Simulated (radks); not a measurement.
The tantalum ion Ta13+, 60 electrons, occupied as [Kr] 4d10 4f12 5s2 (the NIST ground configuration).

Method: scalar-relativistic Kohn-Sham, PBEsol, spin-polarised, spherical densities, finite nucleus; open shells are filled with parallel spins first (spin-orbit coupling, left out, can overturn this in heavy ions); Fermi nuclear charge, rms radius 5.3507 fm; computed with a radial shooting solver on a logarithmic mesh with Libxc functionals.

Energy parts (hartree):
total: -15542.3184
kinetic: 17074.8516
electron-nucleus: -37810.0624
Hartree: 5494.0678
exchange-correlation: -301.1755

Orbitals (lengths in bohr, moments of r in powers of bohr):
| orbital | occ. | eigenvalue (hartree) | <r> |
|---|---|---|---|
| 1s down | 1 | -2483.762 | 0.01867 |
| 1s up | 1 | -2483.761 | 0.01867 |
| 2s up | 1 | -434.7432 | 0.07898 |
| 2s down | 1 | -434.7414 | 0.07898 |
| 2p up | 3 | -382.3247 | 0.07057 |
| 2p down | 3 | -382.3234 | 0.07057 |
| 3s up | 1 | -106.9541 | 0.2049 |
| 3s down | 1 | -106.9066 | 0.2048 |
| 3p up | 3 | -91.35401 | 0.2049 |
| 3p down | 3 | -91.30636 | 0.2048 |
| 3d up | 5 | -73.11580 | 0.1856 |
| 3d down | 5 | -73.07924 | 0.1855 |
| 4s up | 1 | -29.25975 | 0.4567 |
| 4s down | 1 | -29.17401 | 0.4568 |
| 4p up | 3 | -24.10622 | 0.4839 |
| 4p down | 3 | -24.02306 | 0.4841 |
| 4d up | 5 | -17.49602 | 0.5138 |
| 4d down | 5 | -17.41480 | 0.5142 |
| 5s up | 1 | -10.91726 | 0.9759 |
| 5s down | 1 | -10.87411 | 0.9780 |
| 4f up | 7 | -10.09367 | 0.5643 |
| 4f down | 5 | -10.01252 | 0.5660 |

The highest occupied level is 4f down at -272.45 eV. The electron density at the nucleus is 1.393e+06 e/bohr^3 (large components only). Summed over all electrons, <r^2> = 12.68 bohr^2, which gives a Langevin (diamagnetic) susceptibility term of -10 x 10^-6 cm^3/mol. The density falls to 0.001 e/bohr^3 at r = 1.99 bohr.
